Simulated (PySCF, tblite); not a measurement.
Isomers of C4H11FO2Si2, one GFN2-xTB conformer each. Single-point energies are computed at PBE0/pcSseg-1 (PySCF, gas phase, no added dispersion term), electronic only.

**Question.** Rank them by PBE0/pcSseg-1 energy, lowest first (kJ/mol).
A. `[OH:1][SiH2:2]/[C:3](=[CH:4]\[O:5][SiH3:6])[CH2:7][CH2:8][F:9]` with H–O1–Si2–C3 -40°, O1–Si2–C3–C4 34°, C3–C4–O5–Si6 173°, Si2–C3–C7–C8 -67°, C3–C7–C8–F9 69°
B. `[CH3:1][O:2][Si@@H:3]([CH3:4])[SiH2:5][C@@H:6]([F:7])[CH:8]=[O:9]` with C1–O2–Si3–C4 58°, O2–Si3–Si5–C6 169°, Si3–Si5–C6–F7 52°, Si5–C6–C8–O9 76°
C. `[O:1]=[CH:2][O:3][C:4]([SiH3:5])([SiH3:6])[CH2:7][CH2:8][F:9]` with O1–C2–O3–C4 -2°, C2–O3–C4–Si5 -115°, O3–C4–C7–C8 63°, C4–C7–C8–F9 73°
D. `[CH3:1][CH:2]([CH3:3])[C@@H:4]1[O:5][Si@@H:6]([F:7])[O:8][SiH2:9]1` with C1–C2–C4–O5 -173°

**Answer.** D (0.0), A (392.3), B (459.3), C (544.3).

As drawn, the lowest has an Si–O bond and an Si–F bond, which the highest lacks; the highest has a C=O bond and a C(=O)–O unit, which the lowest lacks. GFN2-xTB itself gives, in the same order: 0.0, 355.3, 580.2, 578.9. Both levels put the same isomer lowest; measured from each level's own lowest isomer, the values differ by up to 120.9 kJ/mol (CO[Si@@H](C)[SiH2][C@@H](F)C=O: 580.2 against 459.3).

**Question.** Which frontier levels, dipoles and rotational constants go with these structures?

**Answer.** 
```tsv
SMILES	HOMO (eV, PBE0/pcSseg-1)	LUMO (eV)	dipole (D)	A, B, C (MHz)
CC(C)[C@@H]1O[Si@@H](F)O[SiH2]1	-8.21	-0.01	2.93	2049, 834.3, 642.0
O[SiH2]/C(=C\O[SiH3])CCF	-6.97	-0.25	4.61	1765, 613.2, 489.4
CO[Si@@H](C)[SiH2][C@@H](F)C=O	-7.42	-0.95	4.00	2351, 536.9, 458.6
O=COC([SiH3])([SiH3])CCF	-8.07	-0.37	2.57	1737, 792.3, 763.4
```

**Question.** What happens when harmonic zero-point energies from GFN2-xTB frequencies are added?

**Answer.** 
| SMILES | ZPE (kJ/mol) | electronic (kJ/mol) | with ZPE (kJ/mol) |
| --- | --- | --- | --- |
| CC(C)[C@@H]1O[Si@@H](F)O[SiH2]1 | 389.0 | 0.0 | 0.0 |
| O[SiH2]/C(=C\O[SiH3])CCF | 362.7 | 392.3 | 366.0 |
| CO[Si@@H](C)[SiH2][C@@H](F)C=O | 367.3 | 459.3 | 437.7 |
| O=COC([SiH3])([SiH3])CCF | 360.0 | 544.3 | 515.4 |

The zero-point energies span 29.0 kJ/mol. The order is unchanged.
